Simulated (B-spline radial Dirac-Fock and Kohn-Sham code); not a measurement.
**What relativity does to the binding energies of Hg¹⁹⁺**

System: mercury as Hg¹⁹⁺, configuration [Kr] 4d10 4f13 5s2 (tabulated as the ground configuration, which this calculation does not bear out).

Both columns are ΔSCF binding energies of the configuration average from a radial finite-basis atomic code: non-relativistic Hartree-Fock with a point nucleus, and Dirac-Fock with a finite nucleus and the Coulomb interaction alone, averaged over the two j levels with weights 2j+1.

```tsv
shell	Hartree-Fock (eV)	Dirac-Fock (eV)	shift (eV)	shift (%)
1s	76002.3	84039.8	+8037.48	+10.58
2s	13225.5	15390.1	+2164.62	+16.37
2p	12717.6	13450.8	+733.17	+5.77
3s	3508.4	4054.5	+546.09	+15.57
3p	3268.2	3477.2	+209.02	+6.40
3d	2826.3	2809.4	-16.94	-0.60
4s	1125.4	1269.1	+143.74	+12.77
4p	1018.7	1072.8	+54.12	+5.31
4d	825.3	822.8	-2.53	-0.31
4f	565.2	551.8	-13.36	-2.36
5s	478.8	517.9	+39.08	+8.16
```

Relativity binds 1s, 2s, 2p, 3s, 3p, 4s, 4p, 5s more strongly, among those listed most of all 2s in relative terms, and 3d, 4d, 4f more weakly, because the contracted s and p shells screen the nucleus better.
